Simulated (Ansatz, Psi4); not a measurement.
# BClF2 (chlorodifluoroborane): a line through the functionals

The species is BClF2 (4 atoms), meant as a singlet with charge 0. As SMILES, `FB(F)Cl`. The shape is that of a PBE0-D4/def2-TZVP optimisation.

The HOMO–LUMO gap y, in eV, basis aug-cc-pVDZ; a is the functional's share of exact exchange. Programs: Ansatz 0.2.0, Psi4 1.11.

| functional | program | a | y (eV) |
| --- | --- | --- | --- |
| BLYP | Psi4 | 0 | 7.00 |
| revPBE | Psi4 | 0 | 7.09 |
| B3LYP | Psi4 | 0.2 | ? |
| r2SCAN0 | Ansatz | 0.25 | 10.18 |
| PBE0 | Psi4 | 0.25 | 9.62 |
| BHLYP | Psi4 | 0.5 | 11.52 |

Problem. Fit y = c + s·a to the known rows and predict B3LYP.

Solution. 
1. Means of the 5 rows: a = 0.2000, y = 9.082.
2. Σ(Δa)² = 0.175, Σ(Δa·Δy) = 1.628, so the slope is 1.628/0.175 = 9.3029.
3. Intercept: 9.082 − (9.3029) × 0.2000 = 7.221. The largest residual of the fit is 0.63.
4. B3LYP: 7.221 + (9.3029) × 0.2 = 9.08 eV.

The run gave 9.06 eV, so the prediction is off by +0.02 eV, within the largest residual. Exact exchange lowers occupied levels and raises empty ones.
